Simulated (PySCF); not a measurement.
B2F2H3N.
Geometry (GFN2-xTB, Å), atoms numbered from 1 in this order:
```
atom  x, y, z in Å
N1    -1.329   -0.163    0.202
B2    -0.197    0.432   -0.316
B3     1.359   -0.119    0.004
F4     2.115    0.292    1.018
F5     2.023   -0.991   -0.749
H6    -2.265    0.160    0.017
H7    -1.319   -0.967    0.809
H8    -0.377    1.366   -1.009
```

The closed-shell ground state was solved at several levels (PySCF, density fitting, gas phase, non-relativistic).

| level | basis functions | total energy (Eh) | HOMO (eV) | LUMO (eV) | gap (eV) | dipole (D) |
| --- | --- | --- | --- | --- | --- | --- |
| wB97X-D/def2-SVPD | 130 | -305.7928 | -10.81 | 1.39 | 12.20 | 3.23 |
| PBE0/def2-SVPD | 130 | -305.5553 | -8.86 | -0.45 | 8.41 | 3.26 |
| B3LYP/pcJ-1 | 165 | -306.1154 | -8.60 | -0.48 | 8.12 | 3.35 |

(1) What might PBE0/pcSseg-1 (100 basis functions) give for the same quantities?

(2) Over all these levels, which gives the widest orbital gap and which the narrowest?

(3) How far do the dipole and the HOMO energy spread over the levels?

## Answers

(1) Total energy -305.7432 Eh, HOMO -8.80 eV, LUMO -0.26 eV, gap 8.54 eV, dipole 3.32 D.

(2) wB97X-D/def2-SVPD (range-separated hybrid) has the widest, 12.20 eV, and B3LYP/pcJ-1 (global hybrid, 20 % exact exchange) the narrowest, 8.12 eV. Functional and basis both differ between the two, so the spread mixes both effects.

(3) The dipole runs from 3.23 to 3.35 D (mean 3.29 D) and the HOMO from -10.81 to -8.60 eV.

Note: wB97X-D ran without an empirical dispersion term, which enters the total energy and its gradient alone.
